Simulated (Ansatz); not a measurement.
Ideal-gas functions of AlFGeH₅N, SMILES `[NH2][AlH][GeH2][F]` at 600 K and 1 bar, from an Ansatz frequency run at PBE0-D4/def2-TZVP.

Molar mass 137.64 g/mol, point group Cs (symmetry number 1), electronic degeneracy 1, moments of inertia 81.314, 261.008, 336.102 u Å². Harmonic wavenumbers (cm⁻¹, unscaled): 53, 69, 183, 295, 318, 423, 460, 538, 542, 656, 661, 728, 766, 835, 876, 1565, 1937, 2114, 2118, 3598, 3693.

Use S(trans) = R[1.5 ln M + 2.5 ln T − 1.1517]; rotational temperatures θ = 24.2544 K / I; S(rot) = R[ln(√π/σ · √(T³/θAθBθC)) + 1.5]; for each mode x = 1.438777 ν̃/T, S = R[x/(eˣ − 1) − ln(1 − e⁻ˣ)] and H = RT x/(eˣ − 1); 1 cm⁻¹ = 0.0119627 kJ/mol; R = 8.31446 J/(mol·K).

By hand: the entropy, in J/(mol·K).

Translation 184.8. Rotation: θ = 0.2983, 0.0929, 0.0722 K, giving 122.8. Vibration, mode by mode: 25.47, 23.28, 15.23, 11.36, 10.77, 8.54, 7.91, 6.75, 6.70, 5.36, 5.30, 4.66, 4.34, 3.80, 3.52, 0.95, 0.46, 0.32, 0.32, 0.01, 0.01, in all 145.1. Electronic 0.0. Sum 452.7 J/(mol·K).

By hand: H − E and G − E in kJ/mol, counted from the electronic energy.

Zero-point energy ½ × 22428 × 0.0119627 = 134.1; thermal vibration 42.2; translation, rotation and pV give 4 RT = 20.0. H − E = 196.3 kJ/mol, and G − E = 196.3 − 600 × 452.7/1000 = -75.3 kJ/mol.

Vibration gives 32 % of the entropy, 48.8 J/(mol·K) of it from the modes under 150 cm⁻¹: soft modes count most, and the harmonic formula is weakest for them. The sum counts one conformer and one mirror image; others add a mixing term.
